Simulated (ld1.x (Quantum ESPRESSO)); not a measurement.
## molybdenum, TM: configuration errors across variants

```json
{
 "Element": "Mo (Z = 42)",
 "Generator": "ld1.x (Quantum ESPRESSO) 7.5",
 "Type": "norm-conserving Troullier–Martins (Kleinman–Bylander form)",
 "Functional": "PBE",
 "Relativity": "scalar-relativistic",
 "Frozen core": "[Ar] 3d10 4s2",
 "Valence charge": "12",
 "Reference configuration": "4p6 4d5 5s0 5p0 (charge +1)",
 "Partial waves": "4p (bound): rc 1.30 bohr; 4d (bound): rc 1.95 bohr; 5s (bound, empty): rc 2.05 bohr",
 "Local potential": "the s channel",
 "Core correction": "none"
}
```

All-electron excitation energies from the reference (eV): (1) 4p6 4d5 5s1 5p0 -6.890; (2) 4p6 4d4 5s0 5p0 15.462; (3) 4p6 4d3 5s0 5p0 42.206; (4) 4p6 4d6 5s0 5p0 -6.127; (5) 4p6 4d4 5s1 5p1 -3.150; (6) 4p6 4d4 5s2 5p0 -6.691; (7) 4p6 4d5.5 5s0.5 5p0 -6.610.

Tests that are not counted but printed errors over 1 eV. “all radii scaled by about 0.77 (s 1.58, p 1.00, d 1.50 bohr)”: 4p6 4d4 5s1 5p1 (solver errors, printed error -12.2 eV); 4p6 4d4 5s2 5p0 (solver errors, printed error -14.6 eV). “all radii scaled by about 0.86 (s 1.76, p 1.12, d 1.68 bohr)”: 4p6 4d4 5s1 5p1 (solver errors, printed error -11.9 eV).

A true bound ghost makes a file unfit for plane-wave use even where its test errors are small: the radial tests pick states by their node count and pass the ghost by. Where a test does run into it, the solver fails or the error is huge.

Errors AE − PS in meV (a dash: test not solved or not reliable):

| change | (1) | (2) | (3) | (4) | (5) | (6) | (7) | bound ghosts |
| --- | --- | --- | --- | --- | --- | --- | --- | --- |
| base | +3.0 | -44 | -215 | -15 | -479 | -32 | +1.2 | none |
| all radii scaled by about 0.77 (s 1.58, p 1.00, d 1.50 bohr) | +32 | – | -172 | -8.7 | – | – | +31 | s (extra level of the local part) |
| all radii scaled by about 0.86 (s 1.76, p 1.12, d 1.68 bohr) | +5.8 | -33 | -176 | -9.9 | – | +931 | +15 | s (extra level of the local part) |
| all radii scaled by about 0.91 (s 1.86, p 1.18, d 1.78 bohr) | +1.5 | -35 | -183 | -11 | -253 | +205 | +6.9 | s (extra level of the local part) |
| all radii scaled by about 1.07 (s 2.20, p 1.40, d 2.08 bohr) | -0.3 | -51 | -241 | -19 | -558 | -60 | -1.6 | none |
| all radii scaled by about 1.14 (s 2.34, p 1.48, d 2.22 bohr) | -3.2 | -57 | -257 | -23 | -613 | -84 | -3.5 | none |
| all radii scaled by about 1.29 (s 2.64, p 1.68, d 2.52 bohr) | -4.2 | -55 | -227 | -25 | -631 | -85 | -5.1 | none |
| all radii scaled by about 1.40 (s 2.86, p 1.82, d 2.72 bohr) | -3.1 | -47 | -163 | -25 | -612 | -62 | -6.0 | none |

Question: Give the same row for: all radii scaled by about 1.20 (s 2.46, p 1.56, d 2.34 bohr).

Answer: -4.0, -57, -245, -24, -627, -87, -4.4; bound ghosts: none.
